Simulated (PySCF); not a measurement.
# Removing the step error of a finite difference

System: H₂GeO (SMILES [OH][GeH]), singlet, geometry from GFN2-xTB. Level: HF/def2-SVP, polarisability (PySCF). Sums are taken with unrounded values, so a last digit can differ.

Second differences of the energy in a field along z gave a polarisability along z of 31.154 bohr³ at step 0.02 and 31.249 bohr³ at step 0.05 (atomic units).

Q: Extrapolate to zero step.

A: The leading error of a symmetric difference goes as h², so A(h) = A0 + c h². Then c = (31.249 - (31.154))/(0.05² - 0.02²) = 45.3 (atomic units) and A0 = 31.154 - c × 0.02² = 31.136 bohr³. The analytic value from the same program and level is 31.136 bohr³: the smaller step missed it by 0.017, the extrapolation by -0.001.
